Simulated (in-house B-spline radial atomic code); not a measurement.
Values are calculated unless marked as measured or tabulated.
Ghost states of the separable form: Sb

Sb, [Kr] 4d10 5s2 5p3, non-relativistic LDA (VWN5), spherical and spin-unpolarised, from an all-electron radial atomic-structure program (B-spline basis) (atomic units; all potentials screened as in the neutral atom).

Troullier-Martins channels: 5s (ε = -0.4456, r_c = 2.142 bohr), 5p (ε = -0.1856, r_c = 2.802 bohr), 4d (ε = -1.2973, r_c = 0.962 bohr). In the Kleinman-Bylander form one channel serves as the local potential, and each other channel l becomes |δV u><u δV|/<u|δV|u>, with δV = V_l − V_local and u the pseudo-orbital. Its strength is E_KB = <u|δV²|u>/<u|δV|u>. By the analysis of Gonze, Stumpf and Scheffler a spurious state lies below the reference level ε if E_KB > 0 and ε is above the second level of the local potential alone, or if E_KB < 0 and ε is above its first. The table's levels are those of angular momentum l in a sphere of 9 bohr, whose wall can lift a shallow ε a little above its free-atom value.

```csv
local,channel,<u δV u>,<u δV² u>,ε,first local level,second local level
p,s,-0.034762,0.12133,-0.4456,-0.4492,0.0159
p,d,-6.4547,64.004,-1.2973,0.0572,0.2711
s,p,0.018464,0.058966,-0.1853,-0.2137,0.0989
s,d,-7.6204,89.778,-1.2973,0.0510,0.2583
d,p,0.25675,1.0702,-0.1853,-5.9530,-0.4817
d,s,0.50017,3.2018,-0.4456,-11.7099,-2.3546
```

Task: Apply the rule to each row.

Result: Local p, channel s: E_KB = -3.49, so ε = -0.4456 is set against -0.4492: a ghost. Local p, channel d: E_KB = -9.92, so ε = -1.2973 is set against 0.0572: no ghost. Local s, channel p: E_KB = +3.19, so ε = -0.1853 is set against 0.0989: no ghost. Local s, channel d: E_KB = -11.8, so ε = -1.2973 is set against 0.0510: no ghost. Local d, channel p: E_KB = +4.17, so ε = -0.1853 is set against -0.4817: a ghost. Local d, channel s: E_KB = +6.4, so ε = -0.4456 is set against -2.3546: a ghost.

Diagonalising the separable Hamiltonian gives:

```
local  channel       three lowest levels  all-electron, two lowest valence levels
    p        s  -0.6699, -0.4456, 0.0330                          -0.4456, 0.0287
    p        d   -1.2973, 0.0779, 0.3205                          -1.2973, 0.0715
    s        p   -0.1853, 0.1076, 0.4510                          -0.1853, 0.1079
    s        d   -1.2973, 0.0762, 0.3150                          -1.2973, 0.0715
    d        p  -3.0098, -0.1853, 0.1076                          -0.1853, 0.1079
    d        s  -8.8025, -0.4456, 0.0278                          -0.4456, 0.0287
```

Task: Which choices of local channel are safe?

Result: Free of ghosts: s. With p local the s channel has a ghost 0.22 hartree below ε, since the attractive projector pulls a state below the first local level. With d local the p channel has a ghost 2.82 hartree below ε, since the local potential binds more than one state below ε, and a repulsive term of rank one raises each level at most to the next, so it clears only one of them. With d local the s channel has a ghost 8.36 hartree below ε, since the local potential binds more than one state below ε, and a repulsive term of rank one raises each level at most to the next, so it clears only one of them. Among the safe choices the second level, which tests transfer, is off by at most 4.7 millihartree (s local).
